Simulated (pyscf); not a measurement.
PySCF, gas phase, ωB97X-D3(BJ)/def2-SVP geometries. Correlated levels are frozen-core, on RHF or UHF. ΔMP2 is the change of the MP2 total energy from the triple- to the quadruple-zeta basis. Singlets are restricted, triplets unrestricted.

Singlet (Å):
```xyz
2

Cl     1.6009    -2.2729    -0.3196
Ga     0.2924    -1.0427    -1.5997
```

Triplet (Å):
```xyz
2

Cl     0.4347    -0.3655     0.4807
Ga    -0.9221     0.6453     1.8419
```

Question: For these two minima of `[Cl][Ga]`, which spin state lies lower at CCSD(T)/def2-TZVPP + ΔMP2(QZVPP), and by how much (electronic energies)?

Answer: The singlet, by 83.4 kcal/mol. Zero-point energy shifts E(triplet) − E(singlet) by 0.0 kcal/mol. 

E(triplet) − E(singlet) by level (kcal/mol):

```json
[
 {"level": "ωB97X-D3(BJ)/def2-TZVP", "gap": "+83.6"},
 {"level": "PBE/def2-TZVP", "gap": "+82.0"},
 {"level": "r²SCAN/def2-TZVP", "gap": "+77.5"},
 {"level": "B3LYP-D3(BJ)/def2-TZVP", "gap": "+84.9"},
 {"level": "PBE0-D3(BJ)/def2-TZVP", "gap": "+79.1"},
 {"level": "M06-2X/def2-TZVP", "gap": "+78.6"},
 {"level": "ωB97M-D3(BJ)/def2-TZVP", "gap": "+84.7"},
 {"level": "HF/def2-TZVP", "gap": "+60.5"},
 {"level": "MP2/def2-QZVPP", "gap": "+81.3"},
 {"level": "CCSD/def2-TZVPP", "gap": "+78.3"},
 {"level": "CCSD(T)/def2-TZVPP", "gap": "+79.1"},
 {"level": "CCSD(T)/def2-TZVPP + ΔMP2(QZVPP)", "gap": "+83.4"}
]
```

The triplet is the lowest one reached from the SCF start used. The CCSD(T) − MP2 part came from Ansatz, without density fitting, on the same reference. The frozen core leaves the outer d or s,p core shells of the metals and heavy elements correlated in the MP2 and CC values, and def2-TZVPP describes them poorly, which can shift differences by a few kcal/mol. The term symbol of open-shell Cl–Ga was not checked; spin-orbit terms are left out. Elements up to Kr have no core potential and no relativistic terms here.
